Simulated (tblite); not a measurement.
Isomers of C7H5O2 (doublet state). Computed with GFN2-xTB (tblite): harmonic, unscaled wavenumbers at the GFN2-xTB geometry, gas phase. Errors from tens to a few hundred cm⁻¹ against measured bands are possible. One conformer each. Open shells enter through the occupations alone, without spin polarisation, and single modes of such species can be off by tens of per cent.

Electronic energies: GFN2-xTB at the same geometries; isomer energies are rough at this level and their order can be wrong.

| SMILES | electronic energy, lowest = 0 (kJ/mol) |
| --- | --- |
| O=COc1cc[c]cc1 | 93.5 |
| O=[C]c1cccc(O)c1 | 0.0 |
| [O]c1cccc(C=O)c1 | 46.7 |
| C#CC1=C[CH]CC(=O)O1 | 99.7 |

Task: How do GFN2-xTB zero-point energies change the relative energies?

Result: 
```
             SMILES  ZPE (kJ/mol)  of it from modes above 1550 cm⁻¹  electronic (kJ/mol)  with ZPE, lowest = 0 (kJ/mol)  lowest mode (cm⁻¹)  rings
   O=[C]c1cccc(O)c1         256.5                             117.7                  0.0                            0.0                 110      1
   [O]c1cccc(C=O)c1         253.9                             110.5                 46.7                           44.1                  82      1
     O=COc1cc[c]cc1         255.9                             111.1                 93.5                           93.0                  18      1
C#CC1=C[CH]CC(=O)O1         250.7                             115.7                 99.7                           93.9                  29      1
```

The zero-point energies span 5.8 kJ/mol, from `C#CC1=C[CH]CC(=O)O1` to `O=[C]c1cccc(O)c1`. The order is unchanged.

Task: What do entropy and thermal enthalpy add at 298.15 K and 1 bar (rigid rotor, harmonic oscillator, one conformer each)?

Result: 
```json
{"SMILES": "O=[C]c1cccc(O)c1", "point group": "Cs", "symmetry number": "1", "S (J/(mol K))": "369.5", "H − H(0) (kJ/mol)": "23.19", "ZPE + H − H(0) − TS (kJ/mol)": "169.5"}
{"SMILES": "[O]c1cccc(C=O)c1", "point group": "Cs", "symmetry number": "1", "S (J/(mol K))": "368.9", "H − H(0) (kJ/mol)": "22.79", "ZPE + H − H(0) − TS (kJ/mol)": "166.7"}
{"SMILES": "C#CC1=C[CH]CC(=O)O1", "point group": "Cs", "symmetry number": "1", "S (J/(mol K))": "387.3", "H − H(0) (kJ/mol)": "24.44", "ZPE + H − H(0) − TS (kJ/mol)": "159.6"}
```

S holds R ln(2S + 1) for the spin.

Not tabulated: `O=COc1cc[c]cc1` (lowest mode only 18 cm⁻¹).
